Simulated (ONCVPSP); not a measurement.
Pb, ONCV: configuration errors across variants

- Element: lead
- Generator: ONCVPSP 4.0.1
- Type: optimised norm-conserving Vanderbilt (ONCV)
- Functional: PBE
- Relativity: non-relativistic
- Frozen core: [Kr] 4d10 4f14
- Valence charge: 22
- Reference configuration: 5s2 5p6 5d10 6s1.5 6p2.5
- Partial waves: 5s+6s: rc 1.55 bohr, ncon 5, nbas 9, qcut 8.9 1/bohr, 2 projectors; 5p+6p: rc 1.65 bohr, ncon 4, nbas 8, qcut 9.1 1/bohr, 2 projectors; 5d: rc 1.55 bohr, ncon 4, nbas 8, qcut 11.2 1/bohr, local
- Local potential: the d channel
- Core correction: polynomial model core, fcfact 0.6

All-electron excitation energies from the reference (eV): (1) 5s2 5p6 5d10 6s2 6p2 -2.914; (2) 5s2 5p6 5d10 6s2 6p1 3.800; (3) 5s2 5p6 5d10 6s2 6p0 17.195; (4) 5s2 5p6 5d10 6s0 6p4 8.998.

5 further variants failed, have other tests or too few solved ones, and are left out.

Errors AE − PS in meV (a dash: test not solved or not reliable):

```csv
change,(1),(2),(3),(4),bound ghosts,GHOST(+) flags above zero
base,0.0,-0.1,-0.5,-0.1,none,s
p: rc 1.68,0.0,-0.1,-0.6,-0.1,none,s
p: rc 1.8,0.0,-0.1,-0.8,0.0,none,s
p: rc 1.98,0.0,-0.2,-0.9,0.0,none,s
p: rc 2.26,0.0,-0.2,-1.0,0.0,none,s
```

Problem. Give the same row for: p: rc 2.1.

Solution. 0.0, -0.2, -1.0, 0.0; bound ghosts: none; GHOST(+) flags above zero: s.
